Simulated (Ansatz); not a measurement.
Consider the ligand exchange at a Ge–C bond: `[F][GeH2][CH2][GeH3]` + `BC(=C)O` → `BC(=C)[O][GeH3]` + `[CH3][GeH2][F]`.

Isolated molecules relaxed with PBE0-D4/def2-TZVP in Ansatz; ΔE leaves out vibrations. CCSD(T)/CBS is the MP2 limit (def2-TZVPP, def2-QZVPP) plus CCSD(T) − MP2 in def2-TZVPP, frozen cores. DFT in def2-TZVPP. B3LYP here is the variant with VWN-RPA as its local correlation; programs differ in this. For Ge outer-core shells are correlated without core-valence functions, which leaves a few kJ/mol of doubt a bond. Scalar relativity is left out up to krypton. Each species was taken in one conformer, which may not be the lowest.

CCSD(T)/CBS gives -0.27 eV.

Question: Another level gave -0.26 eV. Which?
A. PBE-D4/def2-TZVPP
B. B3LYP-D4/def2-TZVPP
C. r2SCAN/def2-TZVPP
D. HF/def2-TZVPP

Answer: A. PBE-D4 -0.26, r2SCAN -0.31, HF/def2-TZVPP -0.43, B3LYP-D4 -0.36 eV.

Largest T1 diagnostic among the species: 0.013.

In def2-TZVPP, CCSD(T) changes the Hartree–Fock value by +0.12 eV (the triples alone add +0.00 eV) and MP2 by +0.12 eV.
